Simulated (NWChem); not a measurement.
System: C$_{3}$H$_{5}$BO$_{2}$; SMILES C=CB1OCO1

Here is an NWChem input.

```
start job
memory heap 200 mb stack 900 mb global 1100 mb
geometry units angstroms
  C     -2.468846     0.284749     0.356841
  C     -1.533583    -0.340678    -0.350627
  B     -0.014219    -0.127599    -0.140912
  O      1.099525    -0.677308    -0.769206
  C      1.834394     0.129143     0.111676
  O      0.706327     0.677355     0.738519
  H     -2.202287     0.987120     1.129152
  H     -3.522684     0.121866     0.194664
  H     -1.838838    -1.040102    -1.118887
  H      2.432506     0.882760    -0.409818
  H      2.453348    -0.455988     0.798409
end
basis spherical
  * library def2-svp
end
dft
  xc pbe0
  iterations 150
end
driver
  maxiter 120
end
task dft optimize
task dft freq
```

NWChem printed, in part:

```
             Northwest Computational Chemistry Package (NWChem) 7.3.0
             --------------------------------------------------------

 CS  symmetry detected

                             Geometry "geometry" -> ""
                             -------------------------

 Output coordinates in angstroms (scale by  1.889725989 to convert to a.u.)

  No.       Tag          Charge          X              Y              Z
 ---- ---------------- ---------- -------------- -------------- --------------
    1 C                    6.0000     0.33191653    -2.45720347     0.00000000
    2 C                    6.0000    -0.56803432    -1.47920822     0.00000000
    3 B                    5.0000    -0.19961032     0.02482425     0.00000000
    4 O                    8.0000    -0.98191306     1.17606763     0.00000000
    5 C                    6.0000     0.24506300     1.85494796     0.00000000
    6 O                    8.0000     1.02462515     0.68949250     0.00000000
    7 H                    1.0000     1.38705448    -2.23919786     0.00000000
    8 H                    1.0000     0.05387888    -3.49936556     0.00000000
    9 H                    1.0000    -1.61998622    -1.73610236     0.00000000
   10 H                    1.0000     0.39086826     2.45742290     0.90173344
   11 H                    1.0000     0.39086826     2.45742290    -0.90173344

 Effective nuclear repulsion energy (a.u.)     211.2171916589

      Symmetry information
      --------------------

 Group name             Cs
 Group number              2
 Group order               2
 No. of unique centers    10

                                Z-matrix (autoz)
                                --------

 Units are Angstrom for bonds and degrees for angles

      Type          Name      I     J     K     L     M      Value
      ----------- --------  ----- ----- ----- ----- ----- ----------
    1 Stretch                  1     2                       1.32905
    2 Stretch                  1     7                       1.07742
    3 Stretch                  1     8                       1.07861
    4 Stretch                  2     3                       1.54850
    5 Stretch                  2     9                       1.08287
    6 Stretch                  3     4                       1.39189
    7 Stretch                  3     5                       1.88337
    8 Stretch                  3     6                       1.39303
    9 Stretch                  4     5                       1.40227
   10 Stretch                  5     6                       1.40214
   11 Stretch                  5    10                       1.09424
   12 Stretch                  5    11                       1.09424
   13 Bend                     1     2     3               123.61575
   14 Bend                     1     2     9               118.89681
   15 Bend                     2     1     7               120.94644
   16 Bend                     2     1     8               122.44178
   17 Bend                     2     3     4               132.03877
   18 Bend                     2     3     6               132.26265
   19 Bend                     3     2     9               117.48744
   20 Bend                     3     4     5                84.75833
   21 Bend                     3     5     4                47.38768
   22 Bend                     3     5     6                47.43496
   23 Bend                     3     5    10               124.50529
   24 Bend                     3     5    11               124.50529
   25 Bend                     3     6     5                84.72046
   26 Bend                     4     3     5                47.85399
   27 Bend                     4     3     6                95.69858
   28 Bend                     4     5     6                94.82263
   29 Bend                     4     5    10               112.52884
   30 Bend                     4     5    11               112.52884
   31 Bend                     5     3     6                47.84458
   32 Bend                     6     5    10               112.55460
   33 Bend                     6     5    11               112.55460
   34 Bend                     7     1     8               116.61178
   35 Bend                    10     5    11               110.98939
   36 Torsion                  1     2     3     4         180.00000
   37 Torsion                  1     2     5     4         180.00000
   38 Torsion                  1     2     5     6           0.00000
   39 Torsion                  1     2     5    10         -90.06912
   40 Torsion                  1     2     5    11          90.06912
   41 Torsion                  2     1     3     5         180.00000
   42 Torsion                  1     2     3     6           0.00000
   43 Torsion                  2     3     4     5         180.00000
   44 Torsion                  2     3     6     5         180.00000
   45 Torsion                  3     2     1     7           0.00000
   46 Torsion                  3     2     1     8         180.00000
   47 Torsion                  3     4     5     6           0.00000
   48 Torsion                  3     4     5    10        -116.85443
   49 Torsion                  3     4     5    11         116.85443
   50 Torsion                  3     6     5     4           0.00000
   51 Torsion                  3     6     5    10         116.83330
   52 Torsion                  3     6     5    11        -116.83330
   53 Torsion                  4     3     2     9           0.00000
   54 Torsion                  4     3     5     6         180.00000
   55 Torsion                  4     3     5    10          89.96414
   56 Torsion                  4     3     5    11         -89.96414
   57 Torsion                  4     3     6     5           0.00000
   58 Torsion                  4     5     2     9           0.00000
   59 Torsion                  4     5     3     6         180.00000
   60 Torsion                  5     4     3     6           0.00000
   61 Torsion                  6     3     2     9         180.00000
   62 Torsion                  6     3     5    10         -90.03586
   63 Torsion                  6     3     5    11          90.03586
   64 Torsion                  6     5     2     9         180.00000
   65 Torsion                  7     1     2     9         180.00000
   66 Torsion                  8     1     2     9           0.00000
   67 Torsion                  9     2     5    10          89.93088
   68 Torsion                  9     2     5    11         -89.93088
   69 Torsion                  2     9     3     5         180.00000
   70 Torsion                  2     3    10     5        -179.68359
   71 Torsion                  2     3    11     5         179.68359

                           NWChem Geometry Optimization
                           ----------------------------

 maximum gradient threshold         (gmax) =   0.000450
 rms gradient threshold             (grms) =   0.000300
 maximum cartesian step threshold   (xmax) =   0.001800
 rms cartesian step threshold       (xrms) =   0.001200
 fixed trust radius                (trust) =   0.300000
 source of zmatrix                         =   autoz

          -------------------
          Energy Minimization
          -------------------

 Using diagonal initial Hessian
 Scaling for Hessian diagonals: bonds = 1.00  angles = 0.25  torsions = 0.10

          --------
          Step   0

                                 NWChem DFT Module
                                 -----------------

 Summary of "ao basis" -> "ao basis" (spherical)
 ------------------------------------------------------------------------------
       Tag                 Description            Shells   Functions and Types
 ---------------- ------------------------------  ------  ---------------------
 C                          def2-svp                 6       14   3s2p1d
 B                          def2-svp                 6       14   3s2p1d
 O                          def2-svp                 6       14   3s2p1d
 H                          def2-svp                 3        5   2s1p

      Symmetry analysis of basis
      --------------------------

        a'         77
        a"         32

            General Information
            -------------------
          SCF calculation type: DFT
          Wavefunction type:  closed shell.
          No. of atoms     :    11
          No. of electrons :    44
           Alpha electrons :    22
            Beta electrons :    22
          Charge           :     0
          Spin multiplicity:     1
          Use of symmetry is: on ; symmetry adaption is: on
          Maximum number of iterations: 150
          AO basis - number of functions:   109
                     number of shells:    51
          Convergence on energy requested:  1.00D-06
          Convergence on density requested:  1.00D-05
          Convergence on gradient requested:  5.00D-04

              XC Information
              --------------
                         PBE0 Method XC Functional
                     Hartree-Fock (Exact) Exchange  0.250
          PerdewBurkeErnzerhof Exchange Functional  0.750
            Perdew 1991 LDA Correlation Functional  1.000 local
           PerdewBurkeErnz. Correlation Functional  1.000 non-local

             Grid Information
             ----------------
          Grid used for XC integration:  medium
          Radial quadrature: Mura-Knowles
          Angular quadrature: Lebedev.
          Tag              B.-S. Rad. Rad. Pts. Rad. Cut. Ang. Pts.
          ---              ---------- --------- --------- ---------
          C                   0.70       49          13.0       434
          B                   0.85       49          10.0       434
          O                   0.60       49          12.0       434
          H                   0.35       45          14.0       434
          Grid pruning is: on
          Number of quadrature shells:   474
          Spatial weights used:  Erf1

      Superposition of Atomic Density Guess
      -------------------------------------

 Sum of atomic energies:        -289.25712904

      Non-variational initial energy
      ------------------------------

 Total energy =    -292.735889
 1-e energy   =    -810.946956
 2-e energy   =     306.993875
 HOMO         =      -0.348882
 LUMO         =      -0.044648

      Symmetry analysis of molecular orbitals - initial
      -------------------------------------------------

  Numbering of irreducible representations:

     1 a'          2 a"

  Orbital symmetries:

     1 a'          2 a'          3 a'          4 a'          5 a'
     6 a'          7 a'          8 a'          9 a'         10 a'
    11 a'         12 a'         13 a"         14 a'         15 a'
    16 a'         17 a'         18 a"         19 a'         20 a'
    21 a"         22 a"         23 a"         24 a'         25 a'
    26 a"         27 a'         28 a'         29 a'         30 a"
    31 a'         32 a'

[...]

      ----------------------
      Optimization converged
      ----------------------

  Step       Energy      Delta E   Gmax     Grms     Xrms     Xmax
  ---- ---------------- -------- -------- -------- -------- --------
@    7    -292.11595704 -9.1D-08  0.00006  0.00001  0.00032  0.00105
                                     ok       ok       ok       ok

                                Z-matrix (autoz)
                                --------

 Units are Angstrom for bonds and degrees for angles

[...]

 Rotational Constants
 --------------------
 A=   0.364423 cm-1  (  0.524311 K)
 B=   0.084327 cm-1  (  0.121325 K)
 C=   0.069421 cm-1  (  0.099879 K)

 Temperature                      =   298.15K
 frequency scaling parameter      =   1.0000

 Zero-Point correction to Energy  =   52.731 kcal/mol  (  0.084032 au)
 Thermal correction to Energy     =   56.381 kcal/mol  (  0.089850 au)
 Thermal correction to Enthalpy   =   56.974 kcal/mol  (  0.090793 au)

 Total Entropy                    =   76.523 cal/mol-K
   - Translational                =   39.182 cal/mol-K (mol. weight =  84.0383)
   - Rotational                   =   26.116 cal/mol-K (symmetry #  =        1)
   - Vibrational                  =   11.225 cal/mol-K

 Cv (constant volume heat capacity) =   19.472 cal/mol-K
   - Translational                  =    2.979 cal/mol-K
   - Rotational                     =    2.979 cal/mol-K
   - Vibrational                    =   13.513 cal/mol-K

[normal modes left out]

 ----------------------------------------------------------------------------
 Normal Eigenvalue ||           Projected Infra Red Intensities
  Mode   [cm**-1]  || [atomic units] [(debye/angs)**2] [(KM/mol)] [arbitrary]
 ------ ---------- || -------------- ----------------- ---------- -----------
    1        0.000 ||    0.000055           0.001         0.054       0.017
    2        0.000 ||    0.000000           0.000         0.000       0.000
    3        0.000 ||    0.000007           0.000         0.007       0.002
    4        0.000 ||    0.000048           0.001         0.047       0.015
    5        0.000 ||    0.000000           0.000         0.000       0.000
    6        0.000 ||    0.000013           0.000         0.013       0.004
    7       87.025 ||    0.001088           0.025         1.061       0.333
    8      159.972 ||    0.000944           0.022         0.920       0.289
    9      225.119 ||    0.007149           0.165         6.969       2.187
   10      430.211 ||    0.001428           0.033         1.392       0.437
   11      465.079 ||    0.001010           0.023         0.984       0.309
   12      641.107 ||    0.003921           0.090         3.823       1.200
   13      731.660 ||    0.048718           1.124        47.492      14.903
   14      964.471 ||    0.006560           0.151         6.395       2.007
   15      970.400 ||    0.005966           0.138         5.816       1.825
   16     1010.079 ||    0.017775           0.410        17.328       5.437
   17     1011.321 ||    0.033462           0.772        32.620      10.236
   18     1048.624 ||    0.013330           0.308        12.994       4.078
   19     1117.853 ||    0.195481           4.510       190.564      59.798
   20     1138.597 ||    0.000004           0.000         0.004       0.001
   21     1146.967 ||    0.010164           0.234         9.908       3.109
   22     1180.738 ||    0.106525           2.458       103.846      32.586
   23     1271.797 ||    0.015269           0.352        14.885       4.671
   24     1383.347 ||    0.084546           1.951        82.419      25.863
   25     1420.691 ||    0.071423           1.648        69.626      21.848
   26     1469.576 ||    0.234569           5.412       228.669      71.755
   27     1533.502 ||    0.021938           0.506        21.386       6.711
   28     1712.485 ||    0.081175           1.873        79.134      24.832
   29     3062.898 ||    0.072671           1.677        70.844      22.230
   30     3137.031 ||    0.028937           0.668        28.209       8.852
   31     3149.401 ||    0.008135           0.188         7.930       2.488
   32     3184.310 ||    0.002417           0.056         2.356       0.739
   33     3249.207 ||    0.004049           0.093         3.947       1.238
 ----------------------------------------------------------------------------
```

Level: PBE0/def2-SVP.
